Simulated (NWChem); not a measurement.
System: MgNH$_{2}$F; SMILES [NH2][Mg][F]

```xyz
5

Mg    -0.1398     0.3130    -0.0003
F      0.2326     2.0166    -0.0004
N     -0.5432    -1.5296    -0.0001
H     -0.6598    -2.1155    -0.8193
H     -0.6803    -2.1110     0.8191
```
Atoms are numbered in this order, from 1.

Level: B3LYP/6-31G* (spherical d) (NWChem), optimised geometry, unscaled harmonic frequencies. B3LYP is NWChem's, with the RPA form of VWN correlation.

| frequency (cm⁻¹) | IR intensity (km/mol) |
|---|---|
| 99 | 188.7 |
| 139 | 50.7 |
| 176 | 1.3 |
| 563 | 116.6 |
| 565 | 0.0 |
| 868 | 97.7 |
| 1601 | 14.1 |
| 3546 | 3.1 |
| 3629 | 5.7 |

The zero-point energy is 16.0 kcal/mol and the thermal correction to the enthalpy at 298.15 K (with zero-point energy) comes out as 19.9 kcal/mol. The heat capacity Cv comes out as 14.5 cal/(mol K) and the entropy at 298.15 K and 1 atm (symmetry number 2) comes out as 68.0 cal/(mol K). The dipole moment is 2.09 D.

Rigid rotor and harmonic oscillator; modes under 100 cm⁻¹ make the entropy uncertain.
